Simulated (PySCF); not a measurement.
**Ca⁻ (calcium, charge -1): UHF calculation**

Configuration: [Ar] 3d1 4s2, 2D determinant. Computed with PySCF 2.14 in dyall-av3z (25s18p5d4f, 132 functions), with scalar relativity by spin-free X2C-1e.

| Quantity | Value |
| --- | --- |
| Total energy | -679.566893 hartree |
| One-electron energy | -932.8450 hartree |
| Hartree (Coulomb) energy | 288.7880 hartree |
| Exchange energy | -35.5099 hartree |
| ⟨S²⟩ | 0.7581 |
| ⟨L²⟩ | 6.023 |
| Sum of ⟨r⟩ | 29.40 bohr |
| Sum of ⟨r²⟩ | 127.7 bohr² |
| Traceless quadrupole moment −½Σ⟨3z² − r²⟩ along its main axis | 17.5 e·bohr² |
| Langevin diamagnetic susceptibility | -101 ×10⁻⁶ cm³/mol |

```
shell  electrons  mean orbital energy (hartree)  spread (hartree)  rms radius, mean of both spins (bohr)
 1s β          1                     -149.98572                 0                                 0.0888
 1s α          1                     -149.98544                 0                                 0.0888
 2s β          1                      -16.83545                 0                                  0.393
 2s α          1                      -16.83514                 0                                  0.393
 2p β          3                      -13.50939           0.00018                                  0.362
 2p α          3                      -13.50924           0.00033                                  0.362
 3s α          1                       -2.13198                 0                                   1.24
 3s β          1                       -2.13177                 0                                   1.24
 3p α          3                       -1.21052           0.00023                                   1.38
 3p β          3                       -1.20932           0.00143                                   1.38
 4s α          1                       -0.06924                 0                                   4.84
 4s β          1                       -0.06567                 0                                   4.84
 3d α          1                        0.06708                 0                                   8.08
```

The configuration of this anion was assumed by filling the next shell in order. It is not the known or likely ground configuration (Ca⁻, Sr⁻ and Ba⁻, for instance, bind a p electron), so these values are not the electron affinity of the element. At UHF the highest occupied level has a positive energy, so only the finite basis holds that electron.

Densities and radii are taken from the X2C orbitals without a picture-change correction, which distorts them close to the nucleus.

Spin-orbit constants ζ (cm⁻¹) from the X2C one-electron operator on these orbitals: bare nucleus, nucleus screened by l(l+1)(2l+1)/3 electrons, and screened by the Breit-Pauli mean field of the electrons.

```csv
shell,bare,screened nucleus,mean field
2p,21470,19330,18350
3p,2078,1870,1760
3d,1.942,0.9708,0.3565
```

To first order the Landé constant is A = 0.3565 cm⁻¹, so the lowest level has J = 3/2 and lies 6.63e-05 eV below the centre of the term.
